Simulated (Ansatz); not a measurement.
A barrier at the coupled-cluster level

Start structure (SiHClF$_{2}$, closed shell), relaxed at PBE0-D4/def2-TZVP:

```xyz
5
angstrom
Si 0.4167 -0.7873 0.9427
F -1.1224 -0.7667 1.3976
F 0.3612 -1.9044 -0.2086
H 0.6524 2.1184 -0.8983
Cl -0.3079 1.3400 -1.2334
```

The step: SiF₂ + HCl → SiHClF₂ ([F][SiH]([F])[Cl]); bonds formed: Si1–H4, Si1–Cl5; bonds broken: H4–Cl5. Computed with Ansatz 0.2.0 (basis: def2-TZVPP and def2-QZVPP); correlated methods freeze the cores. Extrapolation: Hartree–Fock as exp(−7.88 √X), correlation as X^−2.97. Energies below are by CCSD(T) at an estimated basis limit (MP2 extrapolated from triple and quadruple zeta, plus CCSD(T) − MP2 in triple zeta).

What are the electronic barrier and the energy of the step, from the start structure to the end structure? (Judge from chemistry; the value comes from the calculation.)

By the calculation: Barrier 20.53 kcal/mol; step energy -57.68 kcal/mol (downhill); reverse barrier, their difference, 78.21 kcal/mol. Barrier and step energy count from the start structure, the reverse barrier from the end structure.

The saddle point: One imaginary mode of 976i cm⁻¹.
```
   pair  start (Å)  saddle (Å)  end (Å)
 Si1–H4       3.45        1.63     1.46
Si1–Cl5       3.13        2.49     2.02
 H4–Cl5       1.28        1.59     2.90
```

Zero-point energy (harmonic, PBE0-D4): ZPE is 7.94 kcal/mol at the start and 7.42 kcal/mol at the saddle, so the barrier goes from 20.53 to 20.02 kcal/mol.

T1 diagnostic: at most 0.015. The restricted Hartree–Fock reference is unstable towards an unrestricted one at one or more of these structures.

Losses and insertions of silylenes and their heavier kin drive the gas-phase chemistry of silicon and germanium vapour deposition.

Labels in which every atom is bracketed show which atoms are joined, not bond orders.

For scale, one of the runs: CCSD(T)/def2-TZVPP, 160 basis functions, launched by `ansatz run in.yaml --threads 2 --pin off --events-out ev --progress --plain --max-ram 4352MiB`. Hardware: 2 CPU threads of an Arm Neoverse V2, shared host. Wall time 34 s; peak host memory 1.2 GiB.
